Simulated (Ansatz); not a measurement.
Born–Oppenheimer molecular dynamics of FGeH$_{3}$ (5 atoms, charge 0, multiplicity 1). It starts at the highest image of a converged band, a first-order saddle point between two minima.

Level of theory: RKS PBE-D4/def2-SVP in Ansatz 0.2.0.

```yaml
ensemble: NVE (velocity Verlet)
time_step: 0.5 fs
steps_asked: 200
starting_velocities_drawn_for: 100 K
seed: 11108
```

First frame:

```xyz
5
Properties=species:S:1:pos:R:3
Ge 0.290 0.023 -0.449
H 0.563 0.251 1.286
H 1.622 -0.127 0.357
H -0.591 1.208 0.030
F -0.669 -1.461 -0.365
```

(1) How far do the bonds stretch over the last three quarters of this one trajectory? (Pairs bonded in most of those frames.)

Results:

(1) 
```
  bond  mean (Å)  spread (Å)  shortest  longest
Ge1–H4     1.645       0.040      1.58     1.71
Ge1–F5     1.778       0.007      1.77     1.79
 H2–H3     0.797       0.094      0.66     0.93
```

Pairs bonded in part of these frames only: H2–H3 76 %.

Mean temperature of the second half: 2012 K. The conserved energy stayed within 1.7 meV per atom of its start (net change 0.97 meV per atom), so the integration is sound. The kinetic energy rose, since the run started high on the potential surface and went downhill. It ends in pieces (FGeH + H2), so much of that is their flight and rotation, not heat. A run of 0.1 ps of so small a system gives no equilibrium averages. The orbitals stay closed-shell, which can raise the energy where a bond breaks towards radicals; this wasn't checked here.

The run took 3 min on 1 thread of Arm Neoverse V1, with other jobs on the host, peak memory 0.099 GiB.
